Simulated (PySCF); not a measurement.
## What settings do to a single point of Eu2O(OH)2

The sound run of Eu2O(OH)2 (singlet in the valence; each metal's 4f electrons, 7 of them, lie in its core potential, out of spins and levels) uses PySCF 2.14.0, RKS TPSS, Eu lcecp-0-SVP with ECP53, O def2-SVP, H def2-SVP; non-relativistic Hamiltonian with scalar-relativistic core potentials where named; density fitting; no spin-orbit coupling, grid (50, 194), threshold 1e-8 Eh and 55 cycles, at the relaxed geometry:

```xyz
7

Eu   -1.2753    0.0000    2.1672
Eu   -1.2753    0.0000   -2.1672
O    -1.5649    0.0000    0.0000
O     0.7155    0.0000    3.0882
H     1.6853    0.0000    3.1031
O     0.7155    0.0000   -3.0882
H     1.6853    0.0000   -3.1031
```

There Eu1 has a Mulliken charge of 0.74 e and the dipole about the centre of mass is 6.81 D. Each run below changes one thing and starts from free metal ions and neutral atoms unless it says otherwise; with 55 cycles, smearing, a level shift and second-order steps follow where DIIS fails, and their cycles count. Energy shifts count from the sound run. On f atoms grids over 110 angular points are at least (60, 302).

```json
{"change": "start from the bare core Hamiltonian, limit 76 cycles", "outcome": "converged", "cycles": "15", "energy shift (eV)": "0.0000", "largest force component (eV/Å)": "0.01", "charge on Eu1 (e)": "0.74", "dipole about the centre of mass (D)": "6.81"}
{"change": "all coordinates × 1.05", "outcome": "converged", "cycles": "13", "energy shift (eV)": "0.42", "largest force component (eV/Å)": "2.08", "charge on Eu1 (e)": "0.76", "dipole about the centre of mass (D)": "7.54"}
{"change": "threshold 0.0001", "outcome": "converged", "cycles": "10", "energy shift (eV)": "0.0042", "largest force component (eV/Å)": "0.06", "charge on Eu1 (e)": "0.73", "dipole about the centre of mass (D)": "6.72"}
```

Question: How does the run with this change end: O3 put 0.8 Å from Eu1, limit 80 cycles?

Answer: outcome converged, cycles 21, energy shift (eV) 160.94, largest force component (eV/Å) 793.95, charge on Eu1 (e) 0.34, dipole about the centre of mass (D) 3.64.

Unsound on purpose, so not properties of the compound: O3 put 0.8 Å from Eu1, limit 80 cycles.

Forces carry noise of the integration grid, about 0.01 to 0.03 eV/Å.

No frequency check is given that shows the relaxed geometry to be a minimum. An lcecp potential fixes the number of 4f electrons, so in runs with it no electron can move into or out of that shell.
